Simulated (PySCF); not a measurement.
**From computed data to an observable: oscillator strength and radiative lifetime**

CH₅BeN, SMILES [CH3][Be][NH2].

Geometry optimised at B3LYP-D3(BJ)/def2-TZVP. The values are those of a single conformer.

TDDFT-CAM-B3LYP/def2-SVPD (PySCF) puts the first singlet state with f over 0.02 at 6.14 eV (vertical), with the transition dipole (-0.490, 0.179, -0.446) in atomic units.

Q: Find the oscillator strength, the wavelength and the radiative lifetime that this transition would have in vacuum if emission retraced absorption.

A: 
|μ|² = 0.4711 au, so |μ| = 1.74 D. ΔE = 6.14/27.211 = 0.2256 hartree. f = (2/3) ΔE |μ|² = 0.071 (the program prints 0.071).
λ = 1239.84/6.14 = 202 nm; ν = 49522 cm⁻¹.
Einstein's coefficient A = 0.6670 ν² f s⁻¹ (ν in cm⁻¹) = 1.2e8 s⁻¹, so τ = 1/A = 8.6 ns. This state is S1. The figure is the radiative limit of this one transition; relaxation, internal conversion, crossing to triplets and a medium change what is measured.
